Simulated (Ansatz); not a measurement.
Sn(CN)H3 (CH₃NSn), relaxed as a singlet with RKS PBE-D4/def2-TZVP in Ansatz, starting from the GFN2-xTB geometry. Force threshold 0.02 eV/Å.

In the def2 sets Sn takes a core potential; there is no spin–orbit coupling.

Start:

```tsv
atom	x (Å)	y (Å)	z (Å)
Sn1	-0.3993	0.3853	0.3249
C2	0.8932	-0.8657	-0.7304
N3	1.6059	-1.5487	-1.3054
H4	0.1563	0.4546	1.8804
H5	-1.9066	-0.2899	0.2428
H6	-0.3496	1.8645	-0.4123
```

```json
{"step": "1", "energy (eV)": "-8403.7027", "largest force component (eV/Å)": "2.760", "SCF passes": "16"}
{"step": "2", "energy (eV)": "-8403.8070", "largest force component (eV/Å)": "0.229", "SCF passes": "21"}
{"step": "3", "energy (eV)": "-8403.8134", "largest force component (eV/Å)": "0.020", "SCF passes": "22"}
```

Force components are those of the run's own axes.

End:

```xyz
6

Sn   -0.412    0.397    0.335
C     0.907   -0.878   -0.741
N     1.632   -1.576   -1.328
H     0.178    0.456    1.936
H    -1.959   -0.317    0.237
H    -0.346    1.918   -0.440
```

By distances, no bond broke or formed. The bond that changes most is Sn1–H4, from 1.65 to 1.71 Å (atoms count from 1).

No frequencies were taken in this run, so the end may be a saddle point.

It took 2 s on 4 threads of Arm Neoverse V1 on a shared host.
